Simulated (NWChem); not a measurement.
**Total energies of F₃Si**

```
Si
F 1 1.6265
F 1 1.6265 2 107.83
F 1 1.6265 2 107.83 3 116.18
```
Charge 0, spin multiplicity 2.

Everything below was run with NWChem. All single points use one geometry, from UPBE/def2-SVP, a minimum by its harmonic frequencies.

Basis set: cc-pVTZ (124 functions).

| method | total energy (Ha) | relative cost |
|---|---|---|
| UHF | -587.53343 | 1 |
| UMP2 | -588.38164 | under 3 |
| UB2PLYP | -589.02154 | under 3 |
| UPBE | -588.85810 | under 3 |
| UB3LYP | -589.30662 | under 3 |
| ULC-wPBE (omega 0.3 per bohr) | -588.93515 | 4 |

Total energies of different functionals aren't comparable as a measure of quality: only differences taken within one method are. Costs are rough ratios of processor time within this set of runs, SCF included, with UHF as 1.

The correlated methods keep 8 core orbitals frozen. B3LYP has NWChem's definition, with VWN1-RPA local correlation. GW and range-separated runs recompute their integrals, the others keep them in memory, which bears on the times. The structure started from a generated list of species. The unpaired electrons of the parent sit in orbitals of symmetry a' (Cs labels of the run); other states weren't searched. The stability of the SCF solutions was not checked. Open-shell Hartree-Fock references start from PBE0 orbitals; any time given for them includes that run.
